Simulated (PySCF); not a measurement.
Unknown compound

Molecular formula: C8H7OP. Simulated spectra:

1H NMR (500 MHz, computed): δ 8.19 (m, 1H), 7.76 (m, 1H), 7.39 (m, 1H), 7.38 (m, 1H), 7.20 (m, 1H), 7.08 (m, 1H), 6.31 (m, 1H).

13C{1H} NMR (computed): δ 148.2 (CH), 143.3 (C), 137.5 (C), 135.0 (CH), 134.4 (CH), 132.7 (CH), 132.3 (CH), 127.6 (CH).

PySCF 2.14 calculation with shielding tensors at PBE/pcSseg-1 (GIAO) and geometry from PBE0-D3(BJ)/def2-SVP; single conformer, in vacuum, non-relativistic Hamiltonian.

References, each an isolated molecule treated in the same way: 1H (σ = 31.20 ppm) and 13C (σ = 180.03 ppm) against TMS.

What is the structure?

Results:


1. 8 carbon signals for 8 carbons: no two carbons are equivalent.
2. Carbon types of the structure: 2 × C, 6 × CH, leaving 1 H on heteroatoms.
3. δC 148.2, 134.4: alkene CH; an sp2 carbon of a C=C bond.
4. δC 143.3, 137.5: substituted aromatic carbon.
5. δC 135.0, 132.7, 132.3, 127.6: aromatic CH; the aromatic region.
6. δH 8.19: hydrogen on a phosphorus bonded to 2 C, O, in a 5-membered ring.
7. δH 7.76, 7.39, 7.38, 7.20: hydrogen on an aromatic CH; ring-current deshielding.
8. δH 7.08, 6.31: hydrogen on an alkene CH; a vinylic proton, deshielded by the sp2 carbon and the C=C anisotropy.

These data were computed for SMILES [P@@H]1(=O)C=CC2=CC=CC=C12.

The data come from this structure; uniqueness wasn't tested.

Splittings by 31P in the carbon and heteronuclear signals aren't shown, as no couplings were computed. Shifts are as computed. Against solution values, carbons near 30 ppm lie about +2 ppm off and those near 130 ppm about +2 ppm. Of 1211 compounds with measured shifts, 218 miss one by over three times the rms of a fit or turn the order of signals round; such compounds aren't used in these exercises. Multiplicities follow the n + 1 count of equivalent neighbours, as no J values were calculated; m marks all less simple cases, F and P coupling included.
